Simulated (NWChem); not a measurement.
System: SiH₂SeOF₂; SMILES O[Si](F)(F)[SeH]

Input file for NWChem:

```
start job
memory heap 200 mb stack 900 mb global 1100 mb
geometry units angstroms noautoz
  O      1.139548    -1.536432     0.949521
  Si    -0.005262    -0.850728     0.008214
  F     -1.487429    -1.289845     0.449691
  F      0.252854    -1.449403    -1.455517
  Se    -0.039891     1.396751     0.043523
  H      1.230871    -1.208640     1.849166
  H      1.385812     1.464078    -0.314937
end
basis spherical
  * library 6-31g*
end
dft
  xc xctpssh
  iterations 150
  mulliken
end
task dft energy
```

The geometry was optimised at PBE0/def2-SVP.

Q: Predict the main results of this run. (TPSSh/6-31G* (spherical d).) Quantities: energy (Ha); highest occupied level (eV); orbital gap (eV); dipole (D).

A: 
| Property | Value |
|---|---|
| energy (Ha) | -2966.97 |
| highest occupied level (eV) | -7.03 |
| orbital gap (eV) | 6.62 |
| dipole (D) | 2.54 |
